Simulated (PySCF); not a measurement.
Two species compared at the same levels of theory.

First species: C₅H₇F.
SMILES: `C(F)/C=C\C=C`

Second species: C4H8OSi2.
InChI=1S/C4H8OSi2/c6-5-4-2-1-3-7-4/h1-3H,7H2,6H3

Levels: CAM-B3LYP/def2-SVPD for dipole moment, HOMO energy, LUMO energy, HOMO–LUMO gap, static isotropic polarisability and electronic spatial extent ⟨r²⟩ about the centre of nuclear charge; TDDFT CAM-B3LYP/def2-SVPD for lowest singlet excitation; TDA CAM-B3LYP/def2-SVPD for lowest triplet excitation (Tamm–Dancoff); ΔSCF CAM-B3LYP/def2-SVPD for vertical ionisation energy; PBE0-D3(BJ)/def2-SVP for rotational constant A and rotational constant C. Geometries: PBE0-D3(BJ)/def2-SVP. Each species is one conformer at its optimised geometry, gas phase, non-relativistic unless stated. Electronic properties by PySCF.

Dipoles, sizes and rotational constants follow the conformer. The torsions of the flexible species, by atom-mapped SMILES:
- `[CH2:1]=[CH:2]/[CH:3]=[CH:4]\[CH2:5][F:6]`: C1–C2–C3–C4 -178°, C3–C4–C5–F6 -136°
- `[SiH3:1][O:2][C:3]1=[CH:4][CH:5]=[CH:6][SiH2:7]1`: Si1–O2–C3–C4 180°

```json
{"property": "dipole moment", "column X": "2.03 D", "column Y": "0.51 D"}
{"property": "HOMO energy", "column X": "-8.19 eV", "column Y": "-7.40 eV"}
{"property": "LUMO energy", "column X": "-0.10 eV", "column Y": "-0.26 eV"}
{"property": "HOMO–LUMO gap", "column X": "8.09 eV", "column Y": "7.14 eV"}
{"property": "lowest singlet excitation", "column X": "5.74 eV", "column Y": "4.02 eV"}
{"property": "lowest triplet excitation (Tamm–Dancoff)", "column X": "3.11 eV", "column Y": "2.44 eV"}
{"property": "static isotropic polarisability", "column X": "68.9 au", "column Y": "101.8 au"}
{"property": "vertical ionisation energy", "column X": "8.99 eV", "column Y": "8.01 eV"}
{"property": "electronic spatial extent ⟨r²⟩ about the centre of nuclear charge", "column X": "825 bohr²", "column Y": "1274 bohr²"}
{"property": "rotational constant A", "column X": "12.457 GHz", "column Y": "4.222 GHz"}
{"property": "rotational constant C", "column X": "1.375 GHz", "column Y": "0.905 GHz"}
```

Which column belongs to which species?

Column X is the first species and column Y the second. The first has 13 atoms and 46 electrons, the second 15 and 68.

How does each property change from the first species to the second?

dipole moment -1.52 D; HOMO energy +0.79 eV; LUMO energy -0.16 eV; HOMO–LUMO gap -0.95 eV; lowest singlet excitation -1.72 eV; lowest triplet excitation (Tamm–Dancoff) -0.67 eV; static isotropic polarisability +32.9 au; vertical ionisation energy -0.98 eV; electronic spatial extent ⟨r²⟩ about the centre of nuclear charge +449 bohr²; rotational constant A -8.235 GHz; rotational constant C -0.470 GHz.

On the first: The ΔSCF ionisation energy exceeds −ε(HOMO) by 0.80 eV with CAM-B3LYP. The dipole equals about 6.8 × 10⁻³⁰ C·m (1 D = 3.33564 × 10⁻³⁰ C·m).

On the second: The 10 singlets span 4.02 to 7.06 eV, and their oscillator strengths add up to 0.13. The principal polarisabilities are 74.7, 104.6 and 126.1 au; their mean is the isotropic value.
